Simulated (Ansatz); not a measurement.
CHBO$_{2}$, relaxed with RKS PBE0-D4/def2-TZVP in the Gaussian-basis code of Ansatz from a PBE-D4/def2-SVP geometry. The force threshold is 0.005 eV/Å; the program also tests the step.

Charge 0, multiplicity 1. The bonds changed during the relaxation, so this is another structure than the one it started from.

Start:

```xyz
5

O     1.161   -0.615    2.185
C     1.233   -0.035    1.205
B    -0.786    0.220   -1.126
O    -1.510   -0.507   -0.479
H    -0.098    0.936   -1.784
```

| step | energy (eV) | largest force (eV/Å) | largest move (Å) |
| --- | --- | --- | --- |
| 1 | -5819.4659 | 1.998 | 0.000 |
| 2 (rejected) | -5819.4655 | 2.160 | 0.197 |
| 3 | -5819.4961 | 0.831 | 0.083 |
| 4 (rejected) | -5819.4936 | 1.054 | 0.098 |
| 5 | -5819.5019 | 0.161 | 0.046 |
| 6 | -5819.5020 | 0.051 | 0.014 |
| 7 | -5819.5021 | 0.030 | 0.009 |
| 8 | -5819.5021 | 0.002 | 0.006 |

End:

```xyz
5

O     1.265   -0.602    2.259
C     1.238   -0.069    1.271
B    -0.825    0.229   -1.176
O    -1.563   -0.489   -0.561
H    -0.116    0.931   -1.792
```

Hardware: 2 threads of an AMD EPYC 7B13 on a shared host. Wall time 10 s, peak host memory 0.2 GiB.
